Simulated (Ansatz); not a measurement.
Harmonic frequencies (cm⁻¹) at PBE0-D4/def2-TZVP from Ansatz: 54, 139, 157, 160, 173, 248, 293, 351, 371, 403, 426, 453, 541, 568, 582, 597, 624, 688, 732, 736, 784, 818, 888, 916, 1271, 1442, 1446, 1892, 1901, 2173, 2204, 2214, 2692, 3050, 3135, 3147.

Each molecule was computed in one conformer, which needn't be the lowest.

Which molecule is it?
A. `C/[C]([GaH2])=C\[S][AlH2]`
B. `[CH3][AlH][SiH2]S[SiH3]`
C. `C[SiH](S)[SiH2][AlH2]`
D. `[SiH3][CH2][AlH][S][SiH3]`

C.
